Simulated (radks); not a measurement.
The numbers below are computed, except where a source is named.
Initial-state core-level shifts of the holmium ion Ho3+ when its valence configuration changes from [Xe] 4f10. Code: a radial shooting solver on a logarithmic mesh with Libxc functionals. Model: Dirac Kohn-Sham, LDA (Slater exchange, Perdew-Wang correlation), spin-unpolarised, spherical densities, finite nucleus; open shells are shared between the two j in proportion to 2j + 1; Fermi nuclear charge, rms radius 5.2022 fm. Shifts are changes of the shell-averaged eigenvalues in eV (positive: less bound); the change of the density at the nucleus, which sets a Mossbauer isomer shift, is in e/bohr^3, on a base of 8.021e+05.

| valence | 1s | 3d | 4d | 5s | density at nucleus |
|---|---|---|---|---|---|
| 4f9 6s1 | -11.092 | -12.758 | -11.697 | -7.298 | +125.16 |
| 4f9 6p1 | -12.319 | -13.972 | -12.913 | -8.480 | +50.94 |
| 4f8 5d2 | -16.499 | -19.947 | -17.497 | -8.409 | +88.75 |
| 4f8 6p2 | -25.796 | -29.421 | -26.840 | -17.120 | +110.47 |
| 4f8 5d1 6p1 | -21.100 | -24.636 | -22.131 | -12.766 | +98.82 |
| 4f9 5d1 | -7.863 | -9.448 | -8.413 | -4.187 | +41.50 |
| 4f8 6s1 6p1 | -24.616 | -28.248 | -25.670 | -16.002 | +193.98 |
| 4f9 5d0.5 6p0.5 | -10.083 | -11.702 | -10.657 | -6.335 | +46.06 |
